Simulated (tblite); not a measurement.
Run record: tight-binding relaxation, `CC(C)(C)[C@H]1CC[CH2][AlH]1`.

Computed with GFN2-xTB geometry optimisation, gas phase (tblite 0.8.0). Start geometry: from a force field or distance geometry. A driver script takes a list of jobs; this job's settings line and coordinates (Å) are shown.

Command:
```bash
OMP_NUM_THREADS=1 python probes_run.py task.json out
```

Input:
```
{"job": {"kind": "relax", "xc": "GFN2-xTB", "basis": "xTB"}, "charge": 0, "multiplicity": 1}
C     -2.132200    -1.076500    -0.029200
C     -1.231400     0.106700     0.070300
C     -1.810900     1.066100     1.119500
C     -1.247600     0.857600    -1.250500
C      0.156800    -0.186800     0.560100
C      0.938400    -1.157400    -0.341700
C      2.388400    -1.095600     0.117100
C      2.964300     0.265200    -0.304800
Al     1.384300     1.369700     0.216400
H     -1.550400    -1.953600    -0.331700
H     -2.668300    -1.231900     0.924600
H     -2.903600    -0.902500    -0.840200
H     -2.039000     2.048200     0.696100
H     -1.077000     1.229600     1.926300
H     -2.683000     0.569800     1.596200
H     -1.465100     1.938600    -1.073400
H     -2.064800     0.460500    -1.875900
H     -0.277100     0.738500    -1.790800
H      0.229800    -0.543300     1.595800
H      0.855000    -0.914800    -1.394600
H      0.607700    -2.200700    -0.153800
H      2.999400    -1.917100    -0.282900
H      2.419100    -1.150100     1.247800
H      3.801800     0.539400     0.314100
H      3.137100     0.301600    -1.396600
H      1.247200     2.861300     0.695100
```

Output:
```
step      E/eV     max force
  0    -729.33317    1.894
  1    -729.59672    0.698
  2    -729.71657    0.625
  3    -729.80512    0.597
  4    -729.88070    0.489
  5    -729.92233    0.432
  6    -729.95552    0.390
  7    -729.98249    0.386
  8    -729.99982    0.272
  9    -730.00981    0.213
... (120 lines left out)
130    -730.46000    0.018
131    -730.46006    0.021
132    -730.46015    0.035
133    -730.46024    0.034
134    -730.46032    0.017
135    -730.46035    0.016
136    -730.46038    0.018
137    -730.46042    0.023
138    -730.46047    0.018
139    -730.46050    0.008
```

«max force» is the largest atomic force in eV/Å.

**Question.** From which step on does the largest force stay under 0.1 eV/Å, and how much energy is left to gain from there?

**Answer.** From step 66 (0.072 eV/Å), 16.1 meV above the end.

Main results: energy lowered by 26.0 kcal/mol over 139 steps; largest atomic force 0.008 eV/Å at the end.

**Question.** Estimate the wall time. Hardware: one thread, Arm Neoverse V1 (aarch64), on a shared host.

**Answer.** About 1.6 s.
Labels such as C1 count atoms from 1, the log's own numbers from 0.
